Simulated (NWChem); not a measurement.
MgHCl; SMILES [Cl][MgH]

```xyz
3

Mg    -0.0019     1.1358     0.0000
H     -0.0077     2.8290     0.0000
Cl     0.0014    -1.0756     0.0000
```
Atoms are numbered in this order, from 1.

All runs: NWChem. Geometry optimised at B3LYP/6-31G*; all other runs use it. Pople sets run with spherical d functions.

```json
[
 {"quantity": "−ε(HOMO) (eV)", "level": "PBE/def2-TZVP", "value": "7.09"},
 {"quantity": "first 1s excitation (eV), Cl K edge, unshifted", "level": "B3LYP/6-311G**, TDA", "value": "[?]"},
 {"quantity": "vertical, lowest excitation, singlet (eV)", "level": "LDA (Slater exchange, VWN5)/6-31G*, full TDDFT", "value": "5.54"},
 {"quantity": "anisotropy (bohr³) at 589 nm", "level": "PBE0/aug-cc-pVDZ", "value": "[?]"},
 {"quantity": "dipole (D)", "level": "B3LYP/6-31G*", "value": "[?]"},
 {"quantity": "highest harmonic frequency (cm⁻¹)", "level": "B3LYP/6-31G*", "value": "1665"}
]
```

Q: Complete the blanks.

A: 
- first 1s excitation (eV), Cl K edge, unshifted, value: 2759.6
- anisotropy (bohr³) at 589 nm, value: 14.7
- dipole (D), value: 1.69
